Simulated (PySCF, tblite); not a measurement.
Isomers of C6H12Ge. All values are computed: GFN2-xTB (tblite) harmonic vibrations without scaling, gas phase. This tight-binding method is rough: wavenumbers can miss measured ones by several per cent, in bad cases by 10 to 20. Modes of hydrogen on germanium can be 10 to 20 % off. One conformer each.

Electronic energies: PBE0-D3(BJ)/def2-SVP at its own geometries (PySCF, gas phase).

```csv
SMILES,"electronic energy, lowest = 0 (kcal/mol)"
C=[CH][Ge@@H]1[CH2]C[C@H]1C,1.9
CC(C)CC#[C][GeH3],12.5
C1C[CH]1[GeH2][CH]1CC1,10.4
C=[CH][Ge@@H]1[CH2]C[C@@H]1C,1.9
C=C(C)[C@@H]1C[C@@H]1[GeH3],6.9
C=[C](C)[GeH]1[CH2]C[CH2]1,0.0
```

How do GFN2-xTB zero-point energies change the relative energies?

```tsv
SMILES	ZPE (kcal/mol)	of it from modes above 1550 cm⁻¹	electronic (kcal/mol)	with ZPE, lowest = 0 (kcal/mol)	lowest mode (cm⁻¹)	rings
C=[C](C)[GeH]1[CH2]C[CH2]1	97.9	52.3	0.0	0.0	4i	1
C=[CH][Ge@@H]1[CH2]C[C@H]1C	98.1	52.2	1.9	2.0	51	1
C=[CH][Ge@@H]1[CH2]C[C@@H]1C	98.0	52.2	1.9	2.0	52	1
C=C(C)[C@@H]1C[C@@H]1[GeH3]	95.6	50.4	6.9	4.7	35	1
C1C[CH]1[GeH2][CH]1CC1	97.5	49.4	10.4	10.0	22	2
CC(C)CC#[C][GeH3]	95.7	50.7	12.5	10.3	11i	0
```

The zero-point energies span 2.5 kcal/mol, from `C=C(C)[C@@H]1C[C@@H]1[GeH3]` to `C=[CH][Ge@@H]1[CH2]C[C@H]1C`. Slightly imaginary modes are left out of the zero-point energy: `C=[C](C)[GeH]1[CH2]C[CH2]1` 4.0i cm⁻¹ and `CC(C)CC#[C][GeH3]` 11.2i cm⁻¹. The order is unchanged, ties at the printed digit aside.

And how do the electronic energies of GFN2-xTB itself compare?

`C=[C](C)[GeH]1[CH2]C[CH2]1` 11.7; `C=[CH][Ge@@H]1[CH2]C[C@H]1C` 14.5; `C=[CH][Ge@@H]1[CH2]C[C@@H]1C` 14.7; `C=C(C)[C@@H]1C[C@@H]1[GeH3]` 0.0; `C1C[CH]1[GeH2][CH]1CC1` 6.5; `CC(C)CC#[C][GeH3]` 3.4 kcal/mol, lowest = 0. Against the energies above, taken from the same isomer `C=[C](C)[GeH]1[CH2]C[CH2]1`, the largest difference is 20.8 kcal/mol. The two levels were optimised apart and needn't hold the same conformer.

What do entropy and thermal enthalpy add at 298.15 K and 1 bar (rigid rotor, harmonic oscillator, one conformer each)?

| SMILES | point group | symmetry number | S (cal/(mol K)) | H − H(0) (kcal/mol) | ZPE + H − H(0) − TS (kcal/mol) |
| --- | --- | --- | --- | --- | --- |
| C=[CH][Ge@@H]1[CH2]C[C@H]1C | C1 | 1 | 97.3 | 6.72 | 75.8 |
| C=[CH][Ge@@H]1[CH2]C[C@@H]1C | C1 | 1 | 97.1 | 6.71 | 75.7 |
| C=C(C)[C@@H]1C[C@@H]1[GeH3] | C1 | 1 | 95.8 | 6.50 | 73.6 |

Not tabulated: `C=[C](C)[GeH]1[CH2]C[CH2]1` (lowest mode only 4i cm⁻¹); `C1C[CH]1[GeH2][CH]1CC1` (lowest mode only 22 cm⁻¹); `CC(C)CC#[C][GeH3]` (lowest mode only 11i cm⁻¹).
